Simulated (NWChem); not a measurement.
[CH3][Mg][F] (CH$_{3}$FMg), optimised at PBE0/def2-SVP with NWChem:

| Item | Value |
|---|---|
| highest occupied level (eV) | -7.60 |
| orbital gap (eV) | 6.65 |
| dipole (D) | 2.05 |
| highest harmonic frequency (cm⁻¹) | 3146 |
| zero-point energy (kcal/mol) | 22.9 |

Problem. One Mg atom is replaced by Zn, giving [Zn]([F])[CH3] (CH₃FZn), optimised at the same level. How do these values move?

Solution. 
```tsv
quantity	new value	change
highest occupied level (eV)	-8.56	-0.96
orbital gap (eV)	8.29	+1.64
dipole (D)	2.50	+0.45
highest harmonic frequency (cm⁻¹)	3173	+27
zero-point energy (kcal/mol)	23.5	+0.6
```
